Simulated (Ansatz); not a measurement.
```yaml
crystal:
  periodic: [false, false, false]
  atoms:
    - {symbol: F, position_ang: [-0.533520, -1.874828, 2.518625]}
    - {symbol: Zn, position_ang: [-0.231112, -0.841329, 1.114877]}
    - {symbol: Ga, position_ang: [0.179310, 0.565615, -0.796532]}
    - {symbol: H, position_ang: [-0.434194, 0.220577, -2.202808]}
    - {symbol: H, position_ang: [1.069417, 1.856363, -0.675562]}
basis:
  gaussian: {orbitals: cc-pVDZ, fitting: {mean_field: cc-pVTZ-jkfit}}
total_charge: 1
magnetization: {spin_polarized: true, initial_magnetization: 1}
hamiltonian: {xc: {name: revPBE}, dispersion: d3bjatm}
accuracy: high
```

```sh
$ ansatz run in.yaml --threads 2 --pin off --events-out ev --progress --plain --max-ram 4352MiB
```

Task: How does Ansatz answer? (Best estimate.)

Result: The calculation gave: The input was rejected before any iteration.
```
Functional definition: revPBE
Error: <dir> the basis set cc-pVTZ-JKFIT has no functions for Zn
```
